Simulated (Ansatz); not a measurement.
Compare A (`B[SiH](C)N=C`) with its isomer B (`CB1CN1[SiH3]`).

Computed with Ansatz on PBE0-D4/def2-TZVP structures; ΔE is electronic, products minus reactants. CBS: MP2 limit from def2 TZ/QZ plus the TZ coupled-cluster correction, frozen cores. Functionals use def2-TZVPP. B3LYP here is the variant with VWN-RPA as its local correlation; programs differ in this. Each species was taken in one conformer, which may not be the lowest.

Problem. Which isomer does CCSD(T)/CBS put lower? Give the gap. (An estimate is asked.)

Solution. The calculation gave: B, by 31.6 kcal/mol.

Problem. Give E(B) − E(A) in kcal/mol with HF/def2-TZVPP, B3LYP, CCSD/def2-TZVPP, B3LYP-D4, MP2/def2-TZVPP, PBE0-D4, r2SCAN-D4. (Best estimate.)

Solution. The calculation gave: HF/def2-TZVPP -27.6, B3LYP -31.8, CCSD/def2-TZVPP -30.9, B3LYP-D4 -31.4, MP2/def2-TZVPP -35.1, PBE0-D4 -35.1, r2SCAN-D4 -34.4. None reverses the order clearly.

Largest T1 diagnostic: 0.012.

In def2-TZVPP, CCSD(T) changes the Hartree–Fock value by −3.5 kcal/mol (the triples alone add −0.1 kcal/mol) and MP2 by −7.5 kcal/mol. From PBE to PBE0 (25 % exact exchange), in def2-TZVPP and without D4, E(B) − E(A) moves by −1.3 kcal/mol.
